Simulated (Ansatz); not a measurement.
Abridged output of a molecular run in Ansatz:

```
Functional definition: HF
1542 factors; integrals over basis functions are off by at most 1.1e-3 eV
mean field evaluation 1: about -12635.2905 eV, gradient 4.7e1 eV
mean field evaluation 2: about -12635.5593 eV, gradient 4.7e1 eV
mean field evaluation 4: about -12640.9044 eV, gradient 4.5e0 eV
mean field evaluation 8: about -12640.9849 eV, gradient 3.5e-1 eV
mean field evaluation 16: about -12640.9855 eV, gradient 1.8e-6 eV
mean field -12640.98549456 eV, -464.5476485574 hartree, gradient 1.8e-6 eV, S^2 0.000000; 0 other end points of the search recorded, 0 dependent functions left out
9 core orbitals not correlated: weight in the atoms' cores, before any rotation towards them, 1.000 or more for the frozen orbitals, at most 0.000 for the correlated occupied ones
reference -12640.98549456 eV, -464.5476485574 hartree; 14, 14 occupied and 241, 241 virtual orbitals, 1542 factors
second order -22.09987803 eV of doubles, -0.00000000 eV of singles
cycle   1  -22.54964891 eV  change   -4.5e-1 eV  update   1.0e-1
cycle   2  -23.12280118 eV  change   -5.7e-1 eV  update   3.1e-2
cycle   3  -23.23974739 eV  change   -1.2e-1 eV  update   1.7e-2
cycle   4  -23.22633191 eV  change    1.3e-2 eV  update   4.9e-3
cycle   5  -23.22630999 eV  change    2.2e-5 eV  update   2.8e-3
cycle   6  -23.22695750 eV  change   -6.5e-4 eV  update   8.8e-4
cycle   7  -23.22649832 eV  change    4.6e-4 eV  update   3.8e-4
cycle   8  -23.22651617 eV  change   -1.8e-5 eV  update   1.4e-4
cycle   9  -23.22657202 eV  change   -5.6e-5 eV  update   5.8e-5
cycle  10  -23.22655284 eV  change    1.9e-5 eV  update   2.5e-5
perturbative correction -0.99178910 eV, -0.0364475772 hartree
Total energy: -12665.20383650 eV, -465.4376562080 hartree
```

Its atoms:

Cartesian coordinates in Å:
```
N 0.256 -0.749 -2.133
B 0.637 -0.574 -0.801
C -0.396 -0.231 0.294
N 0.022 -0.368 1.739
Si -0.149 1.290 1.318
H 0.918 -0.916 -2.870
H -0.698 -0.709 -2.451
H 1.802 -0.646 -0.529
H -1.457 -0.410 0.094
H -0.653 -0.844 2.320
H 1.079 2.111 1.310
H -1.362 2.046 1.708
```

Which basis set was used?
A. def2-TZVPPD
B. cc-pV(D+d)Z
C. def2-SVP
D. def2-TZVPP

D. It gives 264 functions.

Write the keys of the input that set method, charge and spin (a neutral closed shell needs none for the last two).


```yaml
correlation: {method: ccsd_t}
```
